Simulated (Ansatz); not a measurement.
`CB(C)CN` + H₂O → `CB(C)O` + CH₃NH₂ at 600 K and 1 bar (formal hydrolysis of a B–C bond).

Gas-phase electronic energies from Ansatz, PBE0-D4/def2-TZVP geometries. CBS: MP2 limit from def2 TZ/QZ plus the TZ coupled-cluster correction, frozen cores. This one scheme is used for every species. One conformer a species, not always the lowest.

```tsv
species	CCSD(T)/CBS energy (Eh)	H − E (kJ/mol)	S (J/(mol·K))
`CB(C)CN`	-199.68537	416.5	465.4
H₂O	-76.37941	76.8	212.8
`CB(C)O`	-180.36349	297.2	399.6
CH₃NH₂	-95.75281	199.3	283.8
```

H − E and S are ideal-gas, rigid-rotor, harmonic terms from PBE0-D4/def2-TZVP, for one conformer and one mirror image of each species. 1 Eh = 2625.50 kJ/mol, R = 8.31446 J/(mol·K).

Q: By hand: ΔE, ΔH, ΔS and ΔG.

A: ΔE = (-180.36349) + (-95.75281) − (-199.68537) − (-76.37941) = -0.05152 Eh = -135.3 kJ/mol. Δ(H − E) = 297.2 + 199.3 − 416.5 − 76.8 = 3.2, so ΔH = -132.1 kJ/mol. ΔS = 399.6 + 283.8 − 465.4 − 212.8 = 5.2 J/(mol·K). ΔG = -132.1 − 600 × (5.2)/1000 = -135.2 kJ/mol.

Q: By hand: the equilibrium constant, and the temperature at which ΔG would vanish if ΔH and ΔS stayed fixed.

A: log₁₀ K = −ΔG/(RT ln 10) = 11.8. ΔH and −TΔS have one sign here, so there is no such temperature. One of them is within its doubt of zero, so this could turn.

The number of gas molecules stays the same, so ΔS is small and ΔH decides. A doubt of 5 kJ/mol in ΔE shifts log₁₀ K by 0.4 here. Other conformers and mirror images would add mixing entropy, several J/(mol·K) or more a flexible species. These are equilibria of isolated gas molecules and say nothing of rates. Largest T1 diagnostic: 0.011 (customary marks: 0.02 for closed shells, 0.045 for open ones).
